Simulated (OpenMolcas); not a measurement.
**Ru⁺: effect of correlating more closed shells**

| Quantity | Value |
| --- | --- |
| Program | OpenMolcas |
| Basis | ANO-RCC-VTZP [7s6p4d2f1g] |
| Scalar Hamiltonian | DKH2, point nucleus |
| Active space | 7 electrons in 5 orbitals (4d) |
| State averaging | 2S+1 = 4 even, 10 roots; 2S+1 = 2 even, 40 roots |
| Spin-orbit coupling | RASSI with atomic mean-field integrals over the reference wave functions, term energies averaged over their components |

Methods on the same reference wave functions:
A. CASSCF
B. MS-CASPT2, IPEA 0.25 Eh, imaginary shift 0.1 Eh (closed shells correlated: none)
C. MS-CASPT2, IPEA 0.25 Eh, imaginary shift 0.1 Eh (closed shells correlated: 4s 4p)
D. MS-CASPT2, IPEA 0.25 Eh, imaginary shift 0.1 Eh (closed shells correlated: 3d 4s 4p)

Energies in cm-1 above 4d7 4F 9/2, the measured ground level; measured values from NIST Handbook of Basic Atomic Spectroscopic Data.

```tsv
Level	A	B	C	D	Measured
4d7 4F 9/2	0.0	0.0	0.0	0.0	0.0
4d7 4F 7/2	1524	1537	1545	1545	1523
4d7 4F 5/2	2557	2540	2550	2550	2494
4d7 4F 3/2	3232	3190	3200	3200	3104
4d7 4P 5/2	12978	9690	9630	9590	8257
4d7 4P 3/2	13119	9890	9680	9640	8478
4d7 2G 9/2	13380	12020	11280	11220	
4d7 4P 1/2	14067	10810	10690	10650	9374
4d7 2G 7/2	14900	13490	12780	12720	
4d7 2P 3/2 [57 %]	17518	14370	13760	13700	
4d7 2H 11/2	17714	16550	15350	15290	
4d7 2P 1/2	19101	16200	15210	15150	
4d7 2H 9/2	19179	17990	16840	16770	
4d7 2D 5/2(1)	19320	15630	15690	15620	
4d7 2D 3/2(1) [66 %]	21851	18390	18140	18070	
4d7 2F 5/2	29698	24740	23440	23340	
4d7 2F 7/2	30404	25490	24190	24080	
4d7 2D 3/2(2)	46302	37720	37420	37270	
4d7 2D 5/2(2)	47036	38490	38150	38000
```

Deviations, from unrounded energies. A percentage is the sum of absolute deviations over the sum of measured energies, with the sign that they share, or ± where signs differ.

```csv
Against measurement,Levels,A,B,C,D
mean absolute deviation (cm-1),6,2400,740,680,660
fine structure of the ground term (%),3,+2.7,+2.0,+2.5,+2.5
other terms of the ground configuration (%),3,+53.8,+16.4,+14.9,+14.4
```

C, D lie about equally close to measurement and A furthest from it. The largest miss of D in the table is 4d7 4P 5/2, by +1300 cm-1. The ranking rests on the paired levels alone, and a cruder setting can come out closer through cancelling errors.

Among B to D the level of the table that moves most is 4d7 2F 7/2, by 1400 cm-1 (lowest in D, highest in B). Moves below CASPT2's spread within the term are not significant.

The mean deviations of B to D differ by less than CASPT2's widest spread within a term (940 cm-1), so their order carries little weight.

From A to B the spin-free energies of the other terms of 4d7 shown, above 4F, scale by factors of 0.73 to 0.93, as is usual when dynamic correlation screens the repulsion within a d or f shell.

The lowest spin-free term lies below A's lowest term by 0.168 hartree in B, 0.479 hartree in C, 0.530 hartree in D.

What an inner shell adds also hangs on whether the basis holds functions to correlate it.

CASPT2 does not keep the components of a term degenerate, so their means are used; among the terms shown or strongly mixed into the levels shown the widest spread is 940 cm-1 (4d7 4F, D). Configurations with an s electron lie low at this charge and mix in, so terms can be misplaced. Without dynamic correlation excited terms often stand tens of per cent too high (terms of higher spin than the ground term too low), and those without a measured partner can miss by more than the paired ones (holds for A). Some terms miss by over 15 % even with CASPT2, which points to a basis or an active space too small for the shells correlated (holds for B; C; D). The CASPT2 spread within a term exceeds the gap to the next term for 4d7 2H and 4d7 2D(1), so the order of their levels is uncertain (holds for C; D). Measured partners are found by configuration, term and J. A level has none where our copy of the source lacks it or the pairing is in doubt (some pairs that miss far off the trend of their configuration count as doubtful), and it then counts in no deviation. Only configurations of the active space appear.

A share in square brackets marks a mixed level and gives the weight of the term that names it, the lowest over the columns. A number in round brackets counts repeated terms of one configuration in the order of the reference energies.
